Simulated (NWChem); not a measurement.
System: C$_{2}$H$_{6}$OSe; SMILES O(C[SeH])C

```xyz
10

C     -0.7884     2.2350     0.0790
O      0.4491     1.7225    -0.3823
C      0.9047     0.6059     0.2991
Se    -0.0793    -1.1228    -0.0628
H     -0.9751     3.1547    -0.4794
H     -0.7493     2.4659     1.1553
H     -1.6063     1.5260    -0.1068
H      0.8975     0.7417     1.3879
H      1.9198     0.4068    -0.0455
H     -1.0813    -0.9451     1.0149
```
Atoms are numbered in this order, from 1.

Computed with NWChem. Pople sets run with spherical d functions. The geometry was optimised at B3LYP/6-31G* (spherical d). Level B3LYP/6-31G*: energy and gradient on several grids; changes count from the extra-fine grid, which is no exact limit either.

### Question
Which is the coarsest grid (xcoarse; medium; xfine; coarse; fine) from which on the energy stays within 100 μHa and each gradient component within 200 μHa/bohr of xfine?

### Answer
medium.
```json
[
 {"grid": "xcoarse", "size of the energy change (μHa)": "900", "largest change of a gradient component (μHa/bohr)": "6000", "time, medium = 1 (rough)": "about 1"},
 {"grid": "coarse", "size of the energy change (μHa)": "30", "largest change of a gradient component (μHa/bohr)": "1000", "time, medium = 1 (rough)": "about 1"},
 {"grid": "medium", "size of the energy change (μHa)": "10", "largest change of a gradient component (μHa/bohr)": "60", "time, medium = 1 (rough)": "about 1"},
 {"grid": "fine", "size of the energy change (μHa)": "< 10", "largest change of a gradient component (μHa/bohr)": "< 30", "time, medium = 1 (rough)": "about 1"},
 {"grid": "xfine", "size of the energy change (μHa)": "< 10", "largest change of a gradient component (μHa/bohr)": "< 30", "time, medium = 1 (rough)": "2"}
]
```
